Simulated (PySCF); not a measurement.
## Static response to an electric field

Compound: C₅H₃NOS.
Numbering: `[N:1]#[C:2][S:3][c:4]1[cH:5][cH:6][o:7][cH:8]1` (hydrogens: H9 on C5; H10 on C6; H11 on C8)

Structure used (GFN2-xTB), in Å, numbered top down from 1:
```
atom  x, y, z in Å
N1     3.369    0.685    1.004
C2     2.698    0.526    0.089
S3     1.729    0.293   -1.261
C4     0.195    0.046   -0.420
C5    -0.980   -0.477   -1.022
C6    -1.912   -0.487   -0.033
O7    -1.400   -0.016    1.112
C8    -0.122    0.314    0.881
H9    -1.092   -0.792   -2.038
H10   -2.938   -0.799   -0.026
H11    0.458    0.709    1.690
```

Level: B3LYP/def2-SVPD (PySCF), static field, nuclei fixed, core orbitals frozen in the response. The polarisability tensor in these axes (au):

```
x   104.81  12.38   4.68
y    12.38  55.27   6.21
z     4.68   6.21  81.73
```

**Question.** Diagonalise the tensor; give its mean and Δα, where Δα² is half the sum of the squared differences of the eigenvalues.

**Answer.** Principal values 51.51, 81.23 and 109.06 au; mean 80.60 au = 11.94 Å³ = 13.29 × 10⁻⁴⁰ C²·m²/J; Δα = 49.85 au (62 % of the mean).

**Question.** What is the dipole moment, and where does it point?

**Answer.** (-3.19, -0.79, -2.27) D, 4.00 D in size, pointing from the negative to the positive side. Measured along this direction, the outermost atoms are N1 at the negative end and H10 at the positive end.

**Question.** What would n − 1 = 2πNα be for an ideal gas of these molecules at 350 K and 1 atm, electronic part alone?

**Answer.** N = p/kT = 2.0968 × 10¹⁹ cm⁻³, so n − 1 = 2π × N × 11.94 × 10⁻²⁴ cm³ = 1574 × 10⁻⁶ at long wavelengths, for an ideal gas.

**Question.** Molar refractivity from α?

**Answer.** Lorentz–Lorenz: R = (4π/3)N_A α = 2.5225 cm³/(mol·Å³) × 11.94 Å³ = 30.1 cm³/mol, in the limit of long wavelengths.

**Question.** In a dilute gas of rigid molecules at 298 K, how does the orientational term μ²/3kT compare with the electronic polarisability?

**Answer.** In Gaussian units μ²/3kT = 129.46 Å³ against 11.94 Å³, a ratio of 10.84; the Debye molar polarisation (4π/3)N_A(α + μ²/3kT) is 356.7 cm³/mol, leaving out the vibrational part.

**Question.** What depolarisation ratio follows for Rayleigh scattering of linearly polarised light, taking the static tensor?

**Answer.** ρ = 3Δα²/(45ᾱ² + 4Δα²) = 7453.9/(292357 + 9938.5) = 0.0247.

The structure is a single GFN2-xTB conformer in the gas phase; no vibrational or solvent corrections.

The run behind these numbers computed excited states as well. Time: 28 s wall. Hardware: one thread of an Arm Neoverse V1, on a shared host.
